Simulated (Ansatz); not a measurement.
`O=[CH][InH][SiH2]O`, charge 0, multiplicity 1.

Q: Give a relaxed structure at PBE0-D4/def2-TZVP (Ansatz). (Estimate.)

A: Ansatz gave: 
Cartesian coordinates in Å:
```
O -1.554 1.481 0.189
C -1.694 0.819 -0.817
In -0.172 -0.808 -1.211
Si 1.393 -0.537 0.821
O 0.716 0.646 1.741
H -2.566 1.068 -1.471
H -0.343 -1.784 -2.622
H 1.518 -1.795 1.610
H 2.772 -0.159 0.396
H -0.071 1.069 1.363
```
This is one stationary point; other conformers may exist.
